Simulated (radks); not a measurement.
Results of a calculation; reference values are marked as such.
The hafnium ion Hf65+, 7 electrons, occupied as [He] 2s2 2p3.

Code: a radial shooting solver on a logarithmic mesh with Libxc functionals. Model: scalar-relativistic Kohn-Sham, BLYP, spin-polarised, spherical densities, finite nucleus; open shells are filled with parallel spins first (spin-orbit coupling, left out, can overturn this in heavy ions); Fermi nuclear charge, rms radius 5.347 fm.

Energy parts (eV):
part                      energy
total                 -237094.19
kinetic                270486.82
electron-nucleus      -516544.81
Hartree                 11685.05
exchange-correlation    -2721.24

Orbitals (lengths in bohr, moments of r in powers of bohr; r(90%) holds 90 % of the orbital's charge):
| orbital | occ. | eigenvalue (eV) | <r> | <r^2> | r(90%) | <r^4> |
|---|---|---|---|---|---|---|
| 1s up | 1 | -72045.72 | 0.01895 | 0.0004929 | 0.0344 | 6.545e-07 |
| 1s down | 1 | -71992.94 | 0.01894 | 0.0004921 | 0.0344 | 6.525e-07 |
| 2s up | 1 | -17188.68 | 0.07792 | 0.007156 | 0.120 | 0.00008666 |
| 2s down | 1 | -17098.70 | 0.07809 | 0.007188 | 0.120 | 0.00008750 |
| 2p up | 3 | -15950.93 | 0.06891 | 0.005762 | 0.112 | 0.00006407 |
| 2p down | 0 | -15845.27 | 0.06911 | 0.005798 | 0.112 | 0.00006497 |

The highest occupied level is 2p up at -15950.9 eV. Summed over all electrons, <r^2> = 0.03262 bohr^2, which gives a Langevin (diamagnetic) susceptibility term of -0.0258 x 10^-6 cm^3/mol. Spin moment in Bohr magnetons: 3. For comparison, the ionisation energy in NIST's Atomic Spectra Database is 15680 eV (theoretical). In exact Kohn-Sham theory the highest level is minus the ionisation energy, but local and semilocal functionals leave it too shallow, through self-interaction and a potential that decays too fast; potentials with the right tail come closer. The electron density at the nucleus is 1.255e+06 e/bohr^3 (large components only). The density falls to 0.001 e/bohr^3 at r = 0.31 bohr.
